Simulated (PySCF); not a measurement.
C8H6OS.
Atom-mapped SMILES: `[OH:1][c:2]1[cH:3][cH:4][c:5]2[cH:6][s:7][cH:8][c:9]2[cH:10]1`

Definitions: NICS(0) = −σiso at the ring centroid; NICS(1) = −σiso and NICS(1)zz = −σzz at ±1 Å along the ring normal z. Level: GIAO PBE0/pcSseg-1 (PySCF, non-relativistic, gas phase) on the GFN2-xTB geometry, one conformer.

Ring bond lengths (Å), with Mayer bond orders in brackets: C2–C3 1.425 (1.22), C3–C4 1.356 (1.64), C4–C5 1.418 (1.20), C5–C9 1.440 (1.18), C9–C10 1.416 (1.20), C10–C2 1.364 (1.53); C5–C6 1.375 (1.41), C6–S7 1.707 (1.24), S7–C8 1.710 (1.21), C8–C9 1.374 (1.41), C9–C5 1.440 (1.18).

Task: What do the NICS probes read (ppm)?

Result: 
```csv
ring,type,NICS(0),"NICS(1), two faces","NICS(1)zz, two faces",rms pucker (Å),"centre to ring atoms, mean (Å)"
C2–C3–C4–C5–C9–C10,6-membered carbocycle; formal bonds all aromatic,-6.3,-8.5 / -8.5,-18.7 / -18.7,0.00,1.40
C5–C6–S7–C8–C9,5-membered ring with S; formal bonds all aromatic,-14.6,-13.7 / -13.7,-33.4 / -33.4,0.00,1.29
```

Task: What can be read from them?

Result: 
- C2–C3–C4–C5–C9–C10: mean NICS(1)zz -18.7 ppm, shielded.
- C5–C6–S7–C8–C9: mean NICS(1)zz -33.4 ppm, shielded, aromatic by this magnetic criterion (flat ring, no four-coordinate atom), though in fused rings the probe also feels the neighbouring ring.

Task: What does the geometric index give? HOMA = 1 − mean of α(R − Ropt)² over the ring bonds, with Krygowski's 1993 parameters (CC: Ropt 1.388 Å, α 257.7 Å⁻²; CS: Ropt 1.677 Å, α 94.09 Å⁻²).

Result: 
- C2–C3–C4–C5–C9–C10: HOMA 0.69 = 1 − EN − GEO, with mean bond length 1.403 Å, EN = α(Ropt − mean)² = 0.059 and GEO = α × variance = 0.255.
- C5–C6–S7–C8–C9: HOMA 0.80; the largest term is that of C9–C5, α(R − Ropt)² = 0.70. The geometric and the magnetic index point the same way.

Task: What field does 7.05 T along the ring normal induce along that normal at the first NICS(1) probe listed for ring C2–C3–C4–C5–C9–C10, 1 Å off the ring?

Result: NICSzz × B0 = -18.7 ppm × 7.05 T = -132 μT, against the applied field.

Task: What are the shieldings of the ring atoms and their hydrogens in the same run (means over atoms taken as equivalent)?

Result: 
```csv
atoms,environment,σ isotropic (ppm)
C2,aromatic carbon bearing oxygen,25.9
C3,aromatic CH carbon,64.3
C4,aromatic CH carbon,58.1
C5,ring-fusion aromatic carbon,48.4
C6,aromatic CH next to a ring sulfur,59.9
S7,thiophene-type sulfur,249.9
C8,aromatic CH next to a ring sulfur,67.5
C9,ring-fusion aromatic carbon,44.7
C10,aromatic CH carbon,83.6
H on C3,aromatic hydrogen,24.61
H on C4,aromatic hydrogen,23.86
H on C6,aromatic hydrogen,24.20
H on C8,aromatic hydrogen,24.56
H on C10,aromatic hydrogen,24.85
```

The list is cut; further classes of hydrogen are left out.

Conformer computed: `[OH:1][c:2]1[cH:3][cH:4][c:5]2[cH:6][s:7][cH:8][c:9]2[cH:10]1`: H–O1–C2–C3 180°.
